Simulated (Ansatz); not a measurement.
H4MoO5 (`[O]=[Mo]([OH])([OH])([OH])[OH]`). Charge 0, multiplicity 1. Correlated methods include outer-core shells of Mo, which these sets cover unevenly. Mo: def2 effective core potential.

Cartesian coordinates in Å:
```
O -0.018 1.787 1.143
Mo -0.013 0.392 0.244
O -0.756 -0.800 1.493
O -1.574 0.135 -0.827
O 0.758 1.035 -1.344
O 1.547 -0.699 0.456
H -0.703 -1.754 1.389
H -2.340 -0.209 -0.359
H 0.783 0.520 -2.156
H 2.316 -0.406 -0.041
```

Task: Give the diagnostics of a CCSD(T)/def2-TZVPP run (frozen core, Ansatz). (Best estimate.)

Result: The calculation gave: T1 = 0.0249, largest single amplitude 0.060, largest double 0.026, (T) share of the correlation energy 5.2 %, 15 CCSD cycles. The RHF solution is stable towards an unrestricted one. T1 lies over the customary mark of 0.02 for closed shells; compounds of d metals often pass it without a breakdown.
